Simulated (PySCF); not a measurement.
A PySCF script (with the pyscf-properties extension) for the NMR shieldings of `O(B)BC1=CC=CS1`, C4H6B2OS, on a GFN2-xTB geometry:

```python
import basis_set_exchange as bse
import numpy as np
from pyscf import gto, dft
from pyscf.prop import nmr

atoms = """
B     3.015292    0.539507    0.879365
O     2.125154   -0.116397    0.206235
B     1.192038   -0.752703   -0.445891
C    -0.304751   -0.456491   -0.143071
C    -0.842559    0.427084    0.758631
C    -2.249849    0.446326    0.778449
C    -2.788895   -0.428265   -0.113127
S    -1.584490   -1.282276   -0.984920
H     3.415760    0.099536    1.899461
H     3.419455    1.568375    0.463194
H     1.490205   -1.551552   -1.261522
H    -0.229997    1.047936    1.390318
H    -2.833528    1.079815    1.422774
H    -3.824512   -0.621369   -0.312012
"""
names = dict.fromkeys(["B", "O", "C", "S", "H"], "pcSseg-1")
basis = {el: gto.basis.parse(bse.get_basis(n, elements=[el], fmt="nwchem")) for el, n in names.items()}
mol = gto.M(atom=atoms, basis=basis, charge=0, verbose=0)
mf = dft.RKS(mol, xc="PBE0")
mf.grids.level = 2
mf.grids.alignment = dft.numint.BLKSIZE   # the property module wants whole blocks of grid points
mf.conv_tol = 1e-9
mf.kernel()

calc = nmr.RKS(mf)   # GIAO
C = mf.mo_coeff
Co = C[:, mf.mo_occ > 0]
resp = mf.gen_response(singlet=True, hermi=2)
def vind(x):   # induced exchange potential for any number of trial vectors
    d = np.einsum("pi,xij,qj->xpq", C, 2 * x.reshape(-1, C.shape[1], Co.shape[1]), Co, optimize=True)
    return np.einsum("xpq,pi,qj->xij", resp(d - d.transpose(0, 2, 1)), C, Co, optimize=True).ravel()
mo1, _ = nmr.rhf.solve_mo1(calc, with_cphf=vind)
sigma = calc.kernel(mo1)
for i, s in enumerate(sigma):   # ppm
    print("%2d %-2s %9.2f" % (i, mol.atom_pure_symbol(i), np.trace(s) / 3))
```

**Question.** What are the results?

**Answer.** 
```
 0 B      59.82
 1 O      33.95
 2 B      69.32
 3 C      35.47
 4 C      47.26
 5 C      54.97
 6 C      40.75
 7 S     227.44
 8 H      26.09
 9 H      26.09
10 H      26.10
11 H      23.94
12 H      24.29
13 H      23.95
```

These numbers come from an equivalent density-fitted implementation of the same equations, which agrees with the script to about 0.01 ppm for H and up to a few tenths of a ppm for heavy atoms, so last digits may differ.

Size and cost of the density-fitted run: 173 basis functions, 42 s wall time on 1 thread of an Arm Neoverse N1, shared host; peak memory 0.77 GiB.
